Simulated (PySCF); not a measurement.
Species: C₆H₆N₂O.
Cartesian coordinates in Å at the GFN2-xTB level; atoms count from 1:
```
atom  x, y, z in Å
N1    -1.3362    2.6117    0.1852
C2    -1.3104    1.3526    0.1078
C3    -0.1316    0.5091    0.0320
C4     1.1915    0.8809    0.0244
C5     1.9798   -0.2901   -0.0634
C6     1.1260   -1.3462   -0.1076
N7    -0.1699   -0.8844   -0.0507
C8    -1.2614   -1.7203   -0.0754
O9    -2.4122   -1.3959   -0.0290
H10   -0.4222    3.0630    0.1942
H11   -2.2702    0.8488    0.0967
H12    1.5711    1.8830    0.0757
H13    3.0503   -0.3311   -0.0902
H14    1.3294   -2.3971   -0.1753
H15   -0.9384   -2.7760   -0.1462
```

Structure optimised with GFN2-xTB, isolated species.

Masses are those of the commonest isotopes; rigid-rotor values at the optimised geometry. The values belong to one conformer with, in the numbering `[H]/[N:1]=[CH:2]\[c:3]1[cH:4][cH:5][cH:6][n:7]1[CH:8]=[O:9]`, N1–C2–C3–C4 0°, C6–N7–C8–O9 180°.

Problem. What are A, B and C (cm⁻¹)?

Solution. Ia = 243.84, Ib = 260.31, Ic = 504.15 u·Å²; 505379 MHz·u·Å²/I gives 2073, 1941 and 1002 MHz, that is A = 0.06913, B = 0.06476, C = 0.03344 cm⁻¹.

Problem. What kind of rotor is it?

Solution. An asymmetric top: κ = (2 × 1941 − 2073 − 1002)/(2073 − 1002) = 0.75.

Problem. Is it planar, by Δ = Ic − Ia − Ib?

Solution. Planar: Δ = Ic − Ia − Ib = 0.00 u·Å². For a rigid frame Δ = −2 Σ m c², so it vanishes when all atoms lie in the ab plane; here none is more than 0.01 Å from it.

Problem. Estimate the classical rotational partition function at 10 K, 50 K and 298.15 K.

Solution. Point group Cs, symmetry number σ = 1; q = (√π/σ)·√((kT/h)³/(ABC)), k/h = 20836.6 MHz/K: 2650 at 10 K, 29700 at 50 K, 432000 at 298.15 K.

Stationary, but not proved a minimum. Constants of a rigid frame at the computed geometry: no zero-point averaging, no centrifugal distortion.
